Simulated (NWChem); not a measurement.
ClFSn

```xyz
3

Sn    -0.5025     0.2357     0.0000
F      0.7969     1.7071     0.0000
Cl     1.0562    -1.5970     0.0000
```
Charge 0, spin multiplicity 1.

All runs are NWChem calculations. Structure: optimised with B3LYP/def2-SVP with def2 effective core potentials on Sn, a minimum by its harmonic frequencies.

Symmetry labels belong to the abelian group Cs used in the runs, with the axes of the coordinates shown.

Effective core potentials replace the inner electrons of Sn; spin-orbit coupling is left out. The structure started from a generated list of species.

**Question.** List the lowest 4 singlet excitations that CIS/def2-SVPD with def2 effective core potentials on Sn gives, with oscillator strengths.

**Answer.** 
```json
[
 {"state": "1", "symmetry": "a\"", "energy (eV)": "4.91", "wavelength (nm)": "252", "f": "0.151"},
 {"state": "2", "symmetry": "a\"", "energy (eV)": "6.51", "wavelength (nm)": "190", "f": "0.001"},
 {"state": "3", "symmetry": "a'", "energy (eV)": "6.76", "wavelength (nm)": "183", "f": "0.025"},
 {"state": "4", "symmetry": "a'", "energy (eV)": "7.30", "wavelength (nm)": "170", "f": "0.280"}
]
```
